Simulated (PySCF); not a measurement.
Question: What does the PBE0-D3(BJ)/def2-SVP structure of `CC[N](CC)[Zr]([Cl])([Cl])[Cl]` (Zr(NEt2)Cl3) look like in three dimensions? (Singlet state.)

Answer: 
```xyz
19
C4H10Cl3NZr angstrom
Zr    -0.228    0.315   -2.033
N     -0.260   -0.214   -0.114
C      0.100   -1.571    0.293
C      1.534   -1.704    0.787
C     -0.575    0.673    0.995
C     -0.903    2.089    0.559
H     -0.052   -2.254   -0.558
H     -0.610   -1.903    1.073
H      2.247   -1.485   -0.023
H      1.747   -1.019    1.621
H      1.724   -2.729    1.140
H     -1.432    0.249    1.554
H      0.276    0.697    1.702
H     -0.054    2.561    0.038
H     -1.785    2.118   -0.101
H     -1.132    2.714    1.434
Cl     1.443    1.968   -2.297
Cl    -2.354    1.092   -2.690
Cl     0.250   -1.603   -3.296
```

Any rigid rotation of these coordinates is as good. Atoms count from 1 in this order. N2 (nitrogen bonded to 2 C and Zr) is planar (angles 125.2°, 120.7° and 114.0°, sum 360.0°, 0.02 Å off the plane of its three neighbours). Zr1 (zirconium bonded to 3 Cl and N) is tetrahedral (angles from 107.7° to 112.1°). Of the pairs four or more bonds apart, H10···H13 is among the closest relative to their van der Waals radii: 2.26 Å, 94 % of the sum of Bondi's values.

Bonds between heavy atoms (Å): Zr1–N2 1.991, Zr1–Cl17 2.365, Zr1–Cl18 2.356, Zr1–Cl19 2.346, N2–C3 1.462, N2–C5 1.454, C3–C4 1.522, C5–C6 1.518.

Computed with PBE0-D3(BJ)/def2-SVP geometry optimisation, gas phase, def2 core potentials past Kr (PySCF).

Point group: C1 (no symmetry element, even within 0.4 Å). No frequency check. Torsions: Zr1–N2–C3–C4 98°, Zr1–N2–C5–C6 1°.

Hardware: Intel Xeon at 2.50 GHz, one thread, shared host with 64 logical CPUs at a one-minute load of 63. Cost: 37 min wall, 1.1 GiB resident at most. This is the geometry optimisation.
